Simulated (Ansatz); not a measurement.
Consider the redistribution: `O[SiH](O)[GeH3]` + `CC[TeH]` → `[GeH3][TeH]` + `CC[SiH](O)O`.

Computed with Ansatz on PBE0-D4/def2-TZVP structures; ΔE is electronic, products minus reactants. CBS: MP2 limit from def2 TZ/QZ plus the TZ coupled-cluster correction, frozen cores. Functionals use def2-TZVPP. Elements past krypton have def2 core potentials. For Ge, Te outer-core shells are correlated without core-valence functions, which leaves a few kJ/mol of doubt a bond. Scalar relativity is left out up to krypton. One conformer a species, not always the lowest.

CCSD(T)/CBS gives -23.0 kcal/mol.

Task: Another level gave -24.0 kcal/mol. Which?
A. revPBE-D4/def2-TZVPP
B. CCSD/def2-TZVPP
C. HF/def2-TZVPP
D. r2SCAN0/def2-TZVPP

Result: B. CCSD/def2-TZVPP -24.0, r2SCAN0 -25.3, revPBE-D4 -21.3, HF/def2-TZVPP -28.0 kcal/mol.

Task: What do rigid-rotor, harmonic-oscillator terms from PBE0-D4/def2-TZVP frequencies (298.15 K, 1 bar) make of the CCSD(T)/CBS value? (Best estimate.)

Result: The calculation gave: ΔZPE = +0.4 kcal/mol, ΔH = -22.9 kcal/mol, ΔS = -15 J/(mol·K), ΔG = -21.8 kcal/mol.

Largest T1 diagnostic among the species: 0.012.

Leaving LDA and LC-ωPBE aside and taking each functional with its dispersion term where it has one, the values, not all of them listed here, spread over 4.5 kcal/mol, from BHLYP-D4 to revPBE-D4. LDA lies −0.7 kcal/mol from PBE without D4. From PBE to PBE0 (25 % exact exchange), in def2-TZVPP and without D4, ΔE moves by −2.2 kcal/mol. In def2-TZVPP, CCSD(T) changes the Hartree–Fock value by +4.7 kcal/mol (the triples alone add +0.7 kcal/mol) and MP2 by +3.6 kcal/mol.
